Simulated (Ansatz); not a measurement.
A made-up structure of CH2NSe (charge -1), closed shell:

```xyz
5
angstrom
N -1.0484 -0.2065 0.1613
C 0.0770 0.3503 -0.0928
Se -2.6887 0.5496 0.7824
H -0.8755 -1.1905 0.3807
H 0.0332 1.4167 -0.3459
```

It is relaxed with PBE-D4/def2-SVPD and then PBE0-D4/def2-TZVPD (Ansatz 0.2.0). Atoms count as bonded within 1.22 times the sum of their covalent radii (H–H: 0.88 Å). The end point is not checked to be a true minimum.

Q: Does its bonding change? (Judge from chemistry; the calculation decides.)

A: Computed: No: no bond forms or breaks.

Where it ends: The first stage lowers the energy by 0.31 eV in 7 steps. It ends as CH₂NSe ([CH][NH][Se]), total charge -1:
```json
{"atom": "N1", "x (Å)": "-0.9564", "y (Å)": "-0.1880", "z (Å)": "0.2467"}
{"atom": "C2", "x (Å)": "0.1321", "y (Å)": "0.3326", "z (Å)": "-0.1996"}
{"atom": "Se3", "x (Å)": "-2.6717", "y (Å)": "0.5404", "z (Å)": "0.7406"}
{"atom": "H4", "x (Å)": "-0.9670", "y (Å)": "-1.1900", "z (Å)": "0.3860"}
{"atom": "H5", "x (Å)": "-0.0394", "y (Å)": "1.4247", "z (Å)": "-0.2881"}
```

Labels in which every atom is bracketed show which atoms are joined, not bond orders.

For scale, one of the runs: PBE0-D4/def2-TZVPD relaxation, 149 basis functions, launched by `ansatz run in.yaml --threads 2 --pin off --events-out ev --progress --plain --max-ram 4352MiB`. Hardware: 2 CPU threads of an Arm Neoverse V1, shared host. Wall time about 30 s.
